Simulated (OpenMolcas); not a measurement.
What dynamic correlation does to the levels of Ag³⁺

| Property | Result |
| --- | --- |
| Program | OpenMolcas |
| Basis | ANO-RCC-VTZP [7s6p4d2f1g] |
| Scalar Hamiltonian | DKH2, point nucleus |
| Active space | 8 electrons in 10 orbitals (4d 5d) |
| State averaging | 2S+1 = 3 even, 10 roots; 2S+1 = 1 even, 15 roots |
| Spin-orbit coupling | state interaction with AMFI integrals over the reference wave functions, term energies averaged over their components |

Methods on the same reference wave functions:
A. CASSCF
B. SS-CASPT2, IPEA 0.25 Eh, imaginary shift 0.1 Eh (closed shells correlated: 4s 4p)
C. XMS-CASPT2, IPEA 0.25 Eh, imaginary shift 0.1 Eh (closed shells correlated: 4s 4p)

Energies in cm⁻¹ above 4d⁸ ³F₄, the measured ground level; measured values from the list in Gamrath, thesis, University of Mons (2023).

```tsv
Level	A	B	C	Measured
4d⁸ ³F₄	0.0	0.0	0.0	0.0
4d⁸ ³F₃	3971	3990	3990	4172
4d⁸ ³F₂	5940	5640	5680	5830
4d⁸ ³P₁	19429	16340	16210	15900
4d⁸ ³P₀	19724	16560	16440	16092
4d⁸ ¹G₄	23942	21310	21230	20570
4d⁸ ¹S₀	55347	48520	49020	47139
```

Deviations, from unrounded energies. A percentage is the sum of absolute deviations over the sum of measured energies, with the sign that they share, or ± where signs differ.

```csv
Against measurement,Levels,A,B,C
mean absolute deviation (cm-1),6,3200,570,590
fine structure of the ground term (%),2,±3.1,-3.7,-3.3
other terms of the ground configuration (%),4,+18.8,+3.0,+3.2
```

B, C lie about equally close to measurement and A furthest from it. The largest miss of B in the table is 4d⁸ ¹S₀, by +1400 cm-1. The ranking rests on the paired levels alone, and a cruder setting can come out closer through cancelling errors.

Between B and C the level of the table that moves most is 4d⁸ ¹S₀, by 500 cm-1 (lowest in B, highest in C). Moves below CASPT2's spread within the term are not significant.

The mean deviations of B to C differ by less than CASPT2's widest spread within a term (800 cm-1), so their order carries little weight.

From A to B the spin-free energies of the other terms of 4d⁸ shown, above ³F, scale by factors of 0.80 to 0.87, as is usual when dynamic correlation screens the repulsion within a d or f shell.

The lowest spin-free term lies below A's lowest term by 0.388 hartree in B, 0.390 hartree in C.

CASPT2 breaks the degeneracy within a term, and the mean is taken; among the terms shown or strongly mixed into the levels shown the widest spread is 800 cm-1 (4d⁸ ³F, C). Active for correlation alone: 5d; no level in the range computed is led by a configuration that fills it, so any true level of that kind is missing. Without dynamic correlation excited terms often stand tens of per cent too high (terms of higher spin than the ground term too low), and those without a measured partner can miss by more than the paired ones (holds for A). Measured partners are found by configuration, term and J. A level has none where our copy of the source lacks it or the pairing is in doubt (some pairs that miss far off the trend of their configuration count as doubtful), and it then counts in no deviation. Levels of configurations outside the active space are missing. Levels that lie high or do not pair safely by name in every column are left out.
